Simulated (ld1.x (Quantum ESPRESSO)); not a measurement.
Before and after: ultrasoft potential for bromine

Br, ultrasoft, made with ld1.x (Quantum ESPRESSO) 7.5 (PBE, scalar-relativistic). Core [Ar], reference 3d10 4s1.75 4p5.25. Waves: 4s (bound): rcut 1.00, rcutus 1.35 bohr; 4s channel at 0.4 Ry: rcut 1.00, rcutus 1.35 bohr; 4p (bound): rcut 1.20, rcutus 1.35 bohr; 4p channel at 0.8 Ry: rcut 1.20, rcutus 1.35 bohr; 3d (bound): rcut 1.00, rcutus 1.10 bohr; 3d channel at -4.05 Ry: rcut 1.00, rcutus 1.10 bohr. Local part: all-electron potential smoothed inside 0.85 bohr (lloc = -1). Core correction: none. Augmentation charge: built from norm-conserving waves at rcut, not smoothed further.

Change: wave 3d channel at -4.05 Ry: rcut 1.00, rcutus 1.10 bohr becomes 3d channel at -3.49 Ry: rcut 1.00, rcutus 1.10 bohr.

Cutoffs: the cutoffs (Ry, on a coarse ladder) from which the occupation-weighted sum of valence levels, in a spherical-Bessel basis at the reference potential, stays within 10 and 1 mRy of its value at 400 Ry; they do not see the model core or the augmentation charge, which bear on the density cutoff. Errors are all-electron minus pseudo energies relative to the spin-unpolarised reference configuration.

Q: What does the change do?

A: Both files keep a bound ghost (p, s); the d channel binds one level more than in the base; of the 7 tests that both files solve, the error grows in 2 and shrinks in 2 by more than 15 % and 0.3 meV (median size 3.3 → 2.4 meV); the range in which the d phases agree narrows (upper end 0.7 → -4.5).

```csv
quantity,base,changed
"cutoffs, loose and tight","140 Ry, 200 Ry",not determined
bound ghosts,"p, s","p, s"
"error for 3d10 4s2 4p5, meV [ΔE -3.07 eV]",-0.2,-0.3
"error for 3d10 4s2 4p4, meV [ΔE 9.48 eV]",-3.3,-2.4
"error for 3d10 4s2 4p3, meV [ΔE 32.24 eV]",-8.6,-4.7
"error for 3d10 4s2 4p4.5, meV [ΔE 2.00 eV]",-1.5,-1.3
"error for 3d10 4s2 4p1, meV [ΔE 112.25 eV]",-11,+13
"error for 3d10 4s2 4p5.3, meV [ΔE -5.04 eV]",+0.2,+0.1
"error for 3d9 4s2 4p6, meV [ΔE 61.24 eV]",-204,-2667
s: phases at 1.49 bohr within 0.05 rad from the reference energy up to (Ry; the scan ends near 5),to the end of the scan,to the end of the scan
p: phases at 1.49 bohr within 0.05 rad from the reference energy up to (Ry; the scan ends near 5),to the end of the scan,to the end of the scan
d: phases at 1.49 bohr within 0.05 rad from the reference energy up to (Ry; the scan ends near 5),0.7,-4.5
lowest overlap eigenvalue by channel,"s 0.57, p 0.36, d 1.00","s 0.57, p 0.36, d 1.00"
```

 A true bound ghost makes a file unfit for plane-wave use even where its test errors are small: the radial tests pick states by their node count and pass the ghost by.
